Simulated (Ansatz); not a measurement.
Geometry optimisation, RHF/def2-SVP (Ansatz).

input.yaml

```yaml
crystal:
  periodic: [false, false, false]
  atoms:
    - { symbol: C, position_ang: [-0.2332, 0.2518, 2.1177] }
    - { symbol: Ga, position_ang: [0.9852, 0.356, 1.1212] }
    - { symbol: F, position_ang: [1.94, -1.5106, 0.7705] }
    - { symbol: C, position_ang: [1.1314, 0.7713, -0.4215] }
    - { symbol: C, position_ang: [0.4186, 0.4881, -1.5703] }
    - { symbol: Si, position_ang: [-1.0121, -0.6513, -1.5506] }
    - { symbol: H, position_ang: [-0.639, -0.7291, 1.9473] }
    - { symbol: H, position_ang: [-1.0463, 1.0468, 1.8795] }
    - { symbol: H, position_ang: [0.048, 0.4252, 3.2025] }
    - { symbol: H, position_ang: [1.9026, 1.4448, -0.3845] }
    - { symbol: H, position_ang: [0.7216, 0.9595, -2.4605] }
    - { symbol: H, position_ang: [-0.14026, -0.43625, -1.42419] }
    - { symbol: H, position_ang: [-2.1128, -0.1201, -0.679] }
    - { symbol: H, position_ang: [-1.5657, -0.7868, -2.8977] }
basis:
  gaussian: { orbitals: def2-SVP }
hamiltonian:
  xc: hf
relax:
  f_tol: 0.02
  max_steps: 50
```

Launched with:

```bash
$ ansatz run input.yaml --threads 2 --pin off --max-ram 3072MiB --backend cpu --events-out ev --progress --plain --runs-dir out
```

**Question.** Where does it end, and by what steps?

**Answer.** The run converged. After 27 steps the energy has fallen by 18.996 eV; H12 moved furthest, 1.72 Å. The start is strongly strained (largest force component 45 eV/Å), so its close contacts needn't be bonds. Parted: Si6–H12 (0.91 → 2.81 Å). Joined: Ga2–Si6 (3.48 → 2.57 Å).

```json
{"step": "0", "energy less start (eV)": "0.0000", "largest force component (eV/Å)": "44.868", "accepted": "yes"}
{"step": "1", "energy less start (eV)": "-11.2845", "largest force component (eV/Å)": "15.661", "accepted": "yes"}
{"step": "2", "energy less start (eV)": "-15.1501", "largest force component (eV/Å)": "6.308", "accepted": "yes"}
{"step": "3", "energy less start (eV)": "-16.6184", "largest force component (eV/Å)": "2.739", "accepted": "yes"}
{"step": "4", "energy less start (eV)": "-17.2695", "largest force component (eV/Å)": "2.240", "accepted": "yes"}
{"step": "5", "energy less start (eV)": "-17.5179", "largest force component (eV/Å)": "1.903", "accepted": "yes"}
{"step": "6", "energy less start (eV)": "-17.8180", "largest force component (eV/Å)": "1.093", "accepted": "yes"}
{"step": "7", "energy less start (eV)": "-18.0571", "largest force component (eV/Å)": "0.747", "accepted": "yes"}
{"step": "8", "energy less start (eV)": "-18.2280", "largest force component (eV/Å)": "0.346", "accepted": "yes"}
{"step": "9", "energy less start (eV)": "-18.3225", "largest force component (eV/Å)": "0.523", "accepted": "yes"}
{"step": "10", "energy less start (eV)": "-18.4102", "largest force component (eV/Å)": "0.702", "accepted": "yes"}
{"step": "11", "energy less start (eV)": "-18.5246", "largest force component (eV/Å)": "0.718", "accepted": "yes"}
{"step": "12", "energy less start (eV)": "-18.6908", "largest force component (eV/Å)": "0.619", "accepted": "yes"}
{"step": "13", "energy less start (eV)": "-18.8070", "largest force component (eV/Å)": "0.755", "accepted": "yes"}
{"step": "14", "energy less start (eV)": "-18.8875", "largest force component (eV/Å)": "0.343", "accepted": "yes"}
{"step": "15", "energy less start (eV)": "-18.9349", "largest force component (eV/Å)": "0.273", "accepted": "yes"}
{"step": "16", "energy less start (eV)": "-18.9585", "largest force component (eV/Å)": "0.478", "accepted": "yes"}
{"step": "17", "energy less start (eV)": "-18.9705", "largest force component (eV/Å)": "0.345", "accepted": "yes"}
{"step": "18", "energy less start (eV)": "-18.9731", "largest force component (eV/Å)": "0.262", "accepted": "yes"}
{"step": "19", "energy less start (eV)": "-18.9884", "largest force component (eV/Å)": "0.108", "accepted": "yes"}
{"step": "20", "energy less start (eV)": "-18.9903", "largest force component (eV/Å)": "0.120", "accepted": "yes"}
{"step": "21", "energy less start (eV)": "-18.9932", "largest force component (eV/Å)": "0.061", "accepted": "yes"}
{"step": "22", "energy less start (eV)": "-18.9950", "largest force component (eV/Å)": "0.048", "accepted": "yes"}
{"step": "23", "energy less start (eV)": "-18.9956", "largest force component (eV/Å)": "0.034", "accepted": "yes"}
{"step": "24", "energy less start (eV)": "-18.9959", "largest force component (eV/Å)": "0.026", "accepted": "yes"}
{"step": "25", "energy less start (eV)": "-18.9961", "largest force component (eV/Å)": "0.034", "accepted": "yes"}
{"step": "26", "energy less start (eV)": "-18.9960", "largest force component (eV/Å)": "0.037", "accepted": "no"}
{"step": "27", "energy less start (eV)": "-18.9963", "largest force component (eV/Å)": "0.009", "accepted": "yes"}
```

```xyz
14
Properties=species:S:1:pos:R:3
C -0.210 0.146 2.693
Ga 0.246 -0.397 0.855
F 1.111 -1.918 0.588
C 0.655 0.849 -0.692
C 1.001 0.457 -1.946
Si -1.234 -0.316 -1.248
H -0.789 -0.636 3.187
H -0.793 1.068 2.713
H 0.702 0.305 3.273
H 0.284 1.872 -0.621
H 0.976 1.135 -2.794
H 1.423 -0.524 -2.133
H -2.019 0.765 -1.898
H -0.955 -1.296 -2.327
```

Whether the end is a true minimum wasn't checked by a vibrational analysis.

The run took 110 s on 2 threads of Intel(R) Xeon(R) CPU @ 2.80GHz (Skylake/Cascade Lake), with other jobs on the host, peak memory 0.47 GiB.
